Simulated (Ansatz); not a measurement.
Input file for Ansatz (a first-principles code): R-PBE0/def2-TZVPPD on HF (SMILES F) with ghost functions, monomers drawn apart or pushed together. Files ending in .json are basis or fitting sets from the Basis Set Exchange.

Ansatz 0.2 input:
```yaml
crystal:
  periodic: [false, false, false]
  atoms:
    - {symbol: F, position_ang: [-0.04401971, 0.39980914, -0.26978324]}
    - {symbol: H, position_ang: [-0.01821981, 0.28339397, 0.65836339]}
basis:
  gaussian:
    orbitals: def2-TZVPPD.json
    ghost_atoms:
      - {symbol: C, position_ang: [0.40065898, -0.50220812, 2.46719790]}
      - {symbol: C, position_ang: [-0.33249425, 0.59456993, 2.62499488]}
      - {symbol: H, position_ang: [-0.05385716, -1.47986749, 2.36160135]}
      - {symbol: H, position_ang: [1.48313087, -0.46477413, 2.44697949]}
      - {symbol: H, position_ang: [0.12225829, 1.57106999, 2.73990328]}
      - {symbol: H, position_ang: [-1.41470996, 0.55594885, 2.65454194]}
hamiltonian:
  xc: {name: PBE0}
scf: {lower_state_search: off}
```

It printed:

```
WARN ansatz: RAYON_NUM_THREADS=2 ignored (pool sized by the plan → 2); use --threads N
Functional definition: PBE0
these checks for a lower state are left out or cut short: stability, starts, cluster_reference, orbital_swaps, neighbouring_geometries, increment
integrals: 0.07 GiB planned
776 factors; their error is unknown
mean field: 0.76 GiB planned
mean field evaluation 1: about -2730.5189 eV, gradient 3.2e1 eV
mean field evaluation 2: about -2728.7146 eV, gradient 4.9e1 eV
mean field evaluation 4: about -2731.9053 eV, gradient 1.5e-1 eV
mean field evaluation 8: about -2731.9143 eV, gradient 9.9e-3 eV
mean field -2731.91429393 eV, -100.3959985440 hartree, gradient 7.4e-6 eV, S^2 0.000000; 0 other end points of the search recorded, 0 dependent functions left out
reference -2731.91432034 eV, -100.3959995145 hartree; 5, 5 occupied and 194, 194 virtual orbitals, 776 factors
Total energy: -2731.91432034 eV, -100.3959995145 hartree
Checks for a lower state left out: stability, starts, cluster_reference, orbital_swaps, neighbouring_geometries, increment
```

Self-consistency was reached.

Cost: very roughly 1.5 core-seconds.
